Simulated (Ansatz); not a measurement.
Cost and result for the atomization energy of CH$_{6}$GeN$_{2}$O (`N=[C](O)[GeH2][NH2]`) (11 atoms, 10 bonds).

Z-matrix (Å, degrees):
```
Ge
N 1 1.834
C 1 1.988 2 114.3
H 1 1.534 2 107.5 3 120.9
H 1 1.537 2 108.4 3 -117.3
H 2 1.011 1 113.3 3 -65.8
H 2 1.011 1 114.0 3 58.7
O 3 1.347 1 112.2 2 52.9
N 3 1.263 1 128.2 2 -126.7
H 8 0.971 3 106.6 1 -179.7
H 9 1.015 3 111.9 1 0.0
```

The species carries charge 0 and has multiplicity 1. Correlated methods include outer-core shells of Ge, which these sets cover unevenly. Scalar relativity is left out up to krypton. All single points use the PBE0-D4/def2-TZVP geometry. It is one conformer, not always the lowest. Program: Ansatz. All runs use 4 threads of an Arm Neoverse V2 on a shared host. Times are those of one run each, without the atoms' runs, and a repeat can differ threefold. Electronic energies, without spin–orbit coupling; frozen cores. CCSD(T)/CBS adds CCSD(T) − MP2 in def2-TZVPP to the MP2 limit, and its time is that of the two runs behind it. T1 = 0.013. With those shells the extrapolation isn't a true limit. B3LYP takes the VWN-RPA correlation (the form of Gaussian; ORCA's B3LYP/G).

CCSD(T)/CBS is a level of theory with its own doubt, some kJ/mol a heavy atom from the limit and from the frozen cores, so smaller differences don't rank the functionals.

```json
{"level": "PBE-D4/def2-TZVPP (with forces)", "functions": "256", "wall time": "2.1 s"}
{"level": "PBE0-D4/def2-TZVPP", "functions": "256", "wall time": "2.6 s"}
{"level": "r2SCAN-D4/def2-TZVPP (with forces)", "functions": "256", "wall time": "3.9 s"}
{"level": "B3LYP-D4/def2-TZVPP (with forces)", "functions": "256", "wall time": "3.9 s"}
{"level": "B2PLYP/def2-TZVPP", "functions": "256", "wall time": "5.5 s"}
{"level": "ωB97X-V/def2-TZVPP", "functions": "256", "wall time": "7 s"}
{"level": "ωB97M-V/def2-TZVPP (with forces)", "functions": "256", "wall time": "9.5 s"}
{"level": "MP2/def2-QZVPP", "functions": "497", "wall time": "23 s"}
{"level": "CCSD(T)/def2-TZVPP", "functions": "256", "wall time": "3.8 min"}
{"level": "CCSD(T)/CBS(def2)", "functions": "–", "wall time": "4.2 min"}
```

**Question.** What atomization energy does each give, and how far from CCSD(T)/CBS? (Estimate.)

**Answer.** Computed: 
| level | atomization (kcal/mol) | difference from CCSD(T)/CBS | per bond |
| --- | --- | --- | --- |
| PBE-D4/def2-TZVPP (with forces) | 947.0 | 25.9 | 2.6 |
| PBE0-D4/def2-TZVPP | 918.1 | -3.0 | -0.3 |
| r2SCAN-D4/def2-TZVPP (with forces) | 917.9 | -3.2 | -0.3 |
| B3LYP-D4/def2-TZVPP (with forces) | 920.9 | -0.2 | 0.0 |
| B2PLYP/def2-TZVPP | 909.9 | -11.2 | -1.1 |
| ωB97X-V/def2-TZVPP | 925.3 | 4.2 | 0.4 |
| ωB97M-V/def2-TZVPP (with forces) | 921.6 | 0.5 | 0.1 |
| MP2/def2-QZVPP | 925.1 | 4.0 | 0.4 |
| CCSD(T)/def2-TZVPP | 892.9 | -28.2 | -2.8 |
| CCSD(T)/CBS(def2) | 921.1 | 0.0 | 0.0 |

The D4 term adds +8.1 kcal/mol with B3LYP and +4.2 kcal/mol with PBE0; it sums over pairs of atoms, weighted by their polarisabilities, and B3LYP, whose exchange is more repulsive, gets the larger term. From PBE to PBE0 (25 % exact exchange), in def2-TZVPP and without D4, the atomization energy moves by −28.1 kcal/mol: exact exchange takes away binding that semilocal exchange gives to molecules. In def2-TZVPP, CCSD(T) changes the Hartree–Fock value by +294.6 kcal/mol (the triples alone add +18.7 kcal/mol) and MP2 by +310.2 kcal/mol; breaking electron pairs costs correlation energy, which Hartree–Fock lacks.
